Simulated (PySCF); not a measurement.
## Computed properties of InCl2I, SMILES [Cl][In]([Cl])[I]

InCl2I, SMILES [Cl][In]([Cl])[I]. The structure is a stationary point at B3LYP-D3(BJ)/def2-SVP. The def2 effective core potentials stand for the cores of I, In; spin–orbit coupling is left out. Other conformers were not sampled. All values are computed for the isolated molecule unless a solvent is named; none is compared with measurement here.

**Structure.** The optimised structure has C2v symmetry. All 6 harmonic modes at B3LYP-D3(BJ)/def2-SVP (PySCF) are real, so it is a minimum. With heavy atoms numbered as in [In:1]([Cl:2])([Cl:3])[I:4], the shortest bond between them is In1–Cl2 at 2.345 Å and the longest In1–I4 at 2.663 Å.

**Vibrations.** The strongest infrared lines (harmonic, unscaled, degenerate partners summed) lie at 384 cm⁻¹ (53 km/mol, Cl 70 %, In 30 %), 357 cm⁻¹ (42 km/mol, Cl 80 %, In 20 %), 199 cm⁻¹ (13 km/mol, I 49 %, In 37 %, Cl 14 %). The softest mode is at 66 cm⁻¹ and the zero-point energy is 1.7 kcal/mol.

**Electronic structure.** HF/def2-TZVP (PySCF) places the frontier levels at -10.84 and 0.08 eV, a gap of 10.92 eV, and gives a dipole moment of 1.35 D and a mean polarisability of 86.2 bohr³.

**Excitations.** TDA-M06-2X/def2-SVPD (PySCF) has S1 at 4.15 eV (299 nm, f = 0.014, weak); the most intense of the 10 singlets computed lies at 5.65 eV (f = 0.07). T1 (TDA) is at 3.80 eV, 0.35 eV under S1. No vertical singlet excitation falls in the visible range (under 3.1 eV).
